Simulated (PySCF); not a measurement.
The PySCF input:
```python
from pyscf import gto, scf

mol = gto.M(
    atom='''
N     1.072844   -0.472334   -0.037573
Si   -0.466234    0.176594    0.025059
H     1.908143    0.009852   -0.325644
H    -0.919697   -0.037797    1.412548
H    -1.295333   -0.714284   -0.808995
H    -0.675749    1.576251   -0.365727
''',
    basis='cc-pv(t+d)z',
    charge=0,
    spin=1,
    verbose=4,
)

mf = scf.UHF(mol)
mf = mf.density_fit(auxbasis='def2-universal-jkfit')
mf.kernel()
mf.analyze()
```

**Question.** Estimate the number of basis functions that DF-HF/cc-pV(T+d)Z in PySCF returns for this input.

**Answer.** 125

**Question.** Estimate the dipole moment that DF-HF/cc-pV(T+d)Z returns for this input.

**Answer.** 1.61 D

**Question.** Predict the HOMO energy from DF-HF/cc-pV(T+d)Z.

**Answer.** -11.45 eV

**Question.** Predict the nuclear repulsion energy from DF-HF/cc-pV(T+d)Z.

**Answer.** 58.3575 Eh

**Question.** What total energy does DF-HF/cc-pV(T+d)Z give?

**Answer.** -345.709724 Ha

**Question.** Estimate the <S^2> that DF-HF/cc-pV(T+d)Z returns for this input.

**Answer.** 0.760

These values belong to the state on which the SCF converged, which isn't shown to be the lowest.
